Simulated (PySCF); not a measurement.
# V (vanadium, neutral) across methods

[Ar] 3d2 4s2 4p1, one real determinant (an excited configuration). Computed with PySCF 2.14 in aug-cc-pVTZ, with the non-relativistic Hamiltonian (point nucleus). The B2PLYP total includes its PT2 part (frozen core); its orbital energies are those of the SCF part.

| method | E (hartree) | mean ε 4s α (eV) | mean ε 4s β (eV) | mean ε 4p α (eV) | Σ⟨r²⟩ (bohr²) | ⟨S²⟩ |
| --- | --- | --- | --- | --- | --- | --- |
| PBE | -943.423 | -6.767 | -5.854 | -2.937 | 53.93 | 3.756 |
| UHF | -942.68681 | -9.597 | -7.786 | -4.750 | 56.29 | 3.890 |
| LDA | -941.489 | -6.923 | -6.027 | -2.907 | 53.65 | 3.754 |
| PBE0 | -943.467 | -7.653 | -6.546 | -3.640 | 53.86 | 3.759 |
| B2PLYP | -943.433 | -8.315 | -7.074 | -4.060 | 54.75 | 3.768 |
| wB97X-V | -943.543 | -9.745 | -8.527 | -5.321 | 53.77 | 3.761 |

**Question.** Estimate the same row for r2SCAN.

**Answer.** E (hartree) = -943.626; mean ε 4s α (eV) = -6.959; mean ε 4s β (eV) = -5.897; mean ε 4p α (eV) = -3.131; Σ⟨r²⟩ (bohr²) = 53.85; ⟨S²⟩ = 3.766.

⟨L²⟩ = 14.03 against 20 for a pure G term, so this real determinant mixes terms.
